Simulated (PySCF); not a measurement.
First SCF of a structure search on singlet MoO₂, at a hand-made side-on geometry. PySCF input:

```python
from pyscf import gto, scf, dft
mol = gto.M(atom='''
Mo     0.000000     0.000000     0.000000
O      0.700000     0.000000     1.927000
O     -0.700000     0.000000     1.927000''',
    basis={'Mo': 'def2-TZVP', 'O': 'def2-TZVP'},
    ecp={'Mo': 'def2-TZVP'},
    charge=0, spin=0)
mf = dft.RKS(mol, xc='PBE0')
mf.grids.atom_grid = (50, 194)
aux = {'Mo': 'def2-universal-JKFIT', 'O': 'def2-universal-JKFIT'}
mf = mf.density_fit(auxbasis=aux)
mf.conv_tol = 1e-08
mf.diis_space = 10
mf.max_cycle = 60
mf.init_guess = 'minao'
mf.verbose = 4
mf.kernel()
```

Excerpt of the output (cycles and frontier levels); where DIIS stalls, ADIIS, DIIS with a small level shift and a second-order solver take over in turn:

```
init E= -212.030734316722
  HOMO = -0.414453699084906  LUMO = -0.412160231500255  gap/eV = 0.06241
cycle= 1 E= -218.103279737812  delta_E= -6.07  |g|= 0.775  |ddm|= 3.72
  HOMO = -0.0924218025041341  LUMO = -0.059817883532682  gap/eV = 0.88720
cycle= 2 E= -216.381387975309  delta_E= 1.72  |g|= 2.66  |ddm|= 2.62
  HOMO = -0.0830866838085613  LUMO = -0.0809696511118689  gap/eV = 0.05761
cycle= 3 E= -218.050645294682  delta_E= -1.67  |g|= 0.878  |ddm|= 2.35
  HOMO = -0.190528485380133  LUMO = -0.155348980304949  gap/eV = 0.95728
cycle= 4 E= -218.240382816168  delta_E= -0.19  |g|= 0.222  |ddm|=  1.1
  HOMO = -0.169240594276664  LUMO = -0.125517890244917  gap/eV = 1.18976
cycle= 5 E= -218.255054193095  delta_E= -0.0147  |g|= 0.0605  |ddm|= 0.369
  HOMO = -0.17018905394046  LUMO = -0.121269675629509  gap/eV = 1.33116
cycle= 6 E= -218.256354140733  delta_E= -0.0013  |g|= 0.0382  |ddm|= 0.127
  HOMO = -0.17718960199139  LUMO = -0.124726685278177  gap/eV = 1.42759
... 98 lines left out ...
cycle= 56 E= -218.256960581853  delta_E= 0.000777  |g|= 0.0208  |ddm|= 0.162
  HOMO = -0.182838545270816  LUMO = -0.123299758663345  gap/eV = 1.62013
cycle= 57 E= -218.255920489558  delta_E= 0.00104  |g|= 0.0372  |ddm|= 0.24
  HOMO = -0.183355284523116  LUMO = -0.123622589856299  gap/eV = 1.62541
cycle= 58 E= -218.256461052433  delta_E= -0.000541  |g|= 0.0288  |ddm|= 0.0816
  HOMO = -0.183322291427548  LUMO = -0.1244043692057  gap/eV = 1.60324
cycle= 59 E= -218.256750544935  delta_E= -0.000289  |g|= 0.0223  |ddm|= 0.0593
  HOMO = -0.182291742485148  LUMO = -0.126576303136459  gap/eV = 1.51609
cycle= 60 E= -218.256982605932  delta_E= -0.000232  |g|= 0.00957  |ddm|= 0.186
SCF not converged.
init E= -212.030734316722
  HOMO = -0.414453699084906  LUMO = -0.412160231500255  gap/eV = 0.06241
cycle= 1 E= -218.103279737812  delta_E= -6.07  |g|= 0.775  |ddm|= 3.72
  HOMO = -0.0924218025041341  LUMO = -0.059817883532682  gap/eV = 0.88720
cycle= 2 E= -216.381387975309  delta_E= 1.72  |g|= 2.66  |ddm|= 2.62
  HOMO = -0.0864725052947237  LUMO = -0.0783945285360927  gap/eV = 0.21981
cycle= 3 E= -217.984623946831  delta_E= -1.6  |g|= 0.944  |ddm|= 1.45
  HOMO = -0.173292775339533  LUMO = -0.169694716725456  gap/eV = 0.09791
cycle= 4 E= -217.494610176131  delta_E= 0.49  |g|=  1.9  |ddm|= 2.02
cycle= 5 E= -218.239327908287  delta_E= -0.745  |g|= 0.172  |ddm|= 2.09
  HOMO = -0.117464893714379  LUMO = -0.0988333294482653  gap/eV = 0.50699
cycle= 6 E= -218.228206652231  delta_E= 0.0111  |g|= 0.354  |ddm|= 0.752
  HOMO = -0.159748034285584  LUMO = -0.120241929562168  gap/eV = 1.07502
cycle= 7 E= -218.250540093057  delta_E= -0.0223  |g|= 0.131  |ddm|= 0.347
... 17 lines left out ...
cycle= 16 E= -218.257230132408  delta_E= 0.000782  |g|= 0.0778  |ddm|= 0.0936
  HOMO = -0.191735015262948  LUMO = -0.134593188229119  gap/eV = 1.55491
cycle= 17 E= -218.258780722691  delta_E= -0.00155  |g|= 0.00896  |ddm|= 0.0569
  HOMO = -0.192419291903342  LUMO = -0.134765943728821  gap/eV = 1.56883
cycle= 18 E= -218.259374882167  delta_E= -0.000594  |g|= 0.0119  |ddm|= 0.0868
  HOMO = -0.194295944989959  LUMO = -0.136775688930786  gap/eV = 1.56521
cycle= 19 E= -218.260292073164  delta_E= -0.000917  |g|= 0.0132  |ddm|= 0.106
  HOMO = -0.192923460582356  LUMO = -0.135039079084329  gap/eV = 1.57511
cycle= 20 E= -218.261786164857  delta_E= -0.00149  |g|= 0.0242  |ddm|= 0.14
SCF not converged.
init E= -218.261786164857
  HOMO = -0.198620487695959  LUMO = -0.041115254049882  gap/eV = 4.28594
cycle= 1 E= -218.262489337456  delta_E= -0.000703  |g|= 0.0388  |ddm|= 0.0759
  HOMO = -0.188806833095709  LUMO = -0.0283670196517986  gap/eV = 4.36579
cycle= 2 E= -218.262375401322  delta_E= 0.000114  |g|= 0.0874  |ddm|= 0.108
  HOMO = -0.195353135665462  LUMO = -0.0351628194384015  gap/eV = 4.35900
cycle= 3 E= -218.264799276544  delta_E= -0.00242  |g|= 0.0293  |ddm|= 0.0697
  HOMO = -0.195104800333593  LUMO = -0.0347360367794158  gap/eV = 4.36386
cycle= 4 E= -218.265350681919  delta_E= -0.000551  |g|= 0.0257  |ddm|= 0.0286
  HOMO = -0.195679527664334  LUMO = -0.0351974241652076  gap/eV = 4.36694
cycle= 5 E= -218.26569926663  delta_E= -0.000349  |g|= 0.0244  |ddm|= 0.0188
  HOMO = -0.19470578860879  LUMO = -0.0350350807654143  gap/eV = 4.34486
cycle= 6 E= -218.265162739727  delta_E= 0.000537  |g|= 0.0294  |ddm|= 0.0282
  HOMO = -0.19452601534514  LUMO = -0.0350340984966607  gap/eV = 4.34000
... 39 lines left out ...
  HOMO = -0.188109492898591  LUMO = -0.0308756863835379  gap/eV = 4.27855
cycle= 27 E= -218.257934603816  delta_E= 3.18e-05  |g|= 0.0104  |ddm|= 0.015
  HOMO = -0.189001357220188  LUMO = -0.0312394626596967  gap/eV = 4.29292
cycle= 28 E= -218.257992924238  delta_E= -5.83e-05  |g|= 0.00769  |ddm|= 0.0116
  HOMO = -0.185553499635114  LUMO = -0.0285952585786004  gap/eV = 4.27105
cycle= 29 E= -218.257695291875  delta_E= 0.000298  |g|= 0.0171  |ddm|= 0.0542
  HOMO = -0.18532756950449  LUMO = -0.0292509958749331  gap/eV = 4.24706
cycle= 30 E= -218.257426784165  delta_E= 0.000269  |g|= 0.0192  |ddm|= 0.0551
SCF not converged.
  HOMO = -0.190290635129854  LUMO = -0.134626905236701  gap/eV = 1.51469
macro= 0  E= -218.259694023436  delta_E= -0.00226724  |g|= 0.0192442  2 KF 10 JK
macro= 1  E= -218.271976257556  delta_E= -0.0122822  |g|= 0.12323  3 KF 20 JK
macro= 2  E= -218.281589367756  delta_E= -0.00961311  |g|= 0.0368977  3 KF 9 JK
macro= 3  E= -218.281593604121  delta_E= -4.23636e-06  |g|= 0.000412256  2 KF 9 JK
macro= 4  E= -218.281593604121  delta_E= -1.13687e-13  |g|= 3.51673e-05  1 KF 2 JK
macro X = 5  E=-218.281593604121  |g|= 3.51673e-05  total 12 KF 56 JK
converged SCF energy = -218.281593604121
```

This is not the lowest solution: another start and a stability analysis within the same restricted form found one 62.6 kJ/mol lower, at -218.30542 Eh.

At the minimum of this search the closed-shell solution is unstable towards spin polarisation, so a lower open-shell solution exists.

The search for the lowest solution, 3 starts and the stability check together, took 21 s on 2 threads of a shared Arm Neoverse V1 host, with 102 basis functions; the process peaked at 0.46 GiB. Launch command: `OMP_NUM_THREADS=2 python axn.py task.json out`.
